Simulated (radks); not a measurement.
Values are calculated unless marked as measured or tabulated.
All-electron atom: V III in [Ar] 3d0.5 4p2.5 (fractional occupations, a model configuration). Code: a radial shooting solver on a logarithmic mesh with Libxc functionals. Model: Dirac Kohn-Sham, LDA (Slater exchange, Perdew-Wang correlation), spin-unpolarised, spherical densities, finite nucleus; open shells are shared between the two j in proportion to 2j + 1; Fermi nuclear charge, rms radius 3.6002 fm.

Unscreened Slater integrals over Kohn-Sham orbitals (cm^-1). Large and small components are both included.

integral,value
"F0(4p3/2,4p3/2)",70588
"F2(4p3/2,4p3/2)",37636
"F0(4p3/2,4p1/2)",70782
"G2(4p3/2,4p1/2)",37728
"F0(4p3/2,3d5/2)",89641
"F2(4p3/2,3d5/2)",23062
"G1(4p3/2,3d5/2)",8646.2
"G3(4p3/2,3d5/2)",7932.8
"F0(4p3/2,3d3/2)",89665
"F2(4p3/2,3d3/2)",23021
"G1(4p3/2,3d3/2)",8615.4
"G3(4p3/2,3d3/2)",7908.2
"F0(4p1/2,4p1/2)",70978
"F0(4p1/2,3d5/2)",90079
"G3(4p1/2,3d5/2)",8048.9
"F0(4p1/2,3d3/2)",90103
"G1(4p1/2,3d3/2)",8769.8
"F0(3d5/2,3d5/2)",185660
"F2(3d5/2,3d5/2)",88892
"F4(3d5/2,3d5/2)",55931
"F0(3d5/2,3d3/2)",185850
"F2(3d5/2,3d3/2)",88970
"G2(3d5/2,3d3/2)",88916
"G4(3d5/2,3d3/2)",55946
"F0(3d3/2,3d3/2)",186050
"F2(3d3/2,3d3/2)",89050
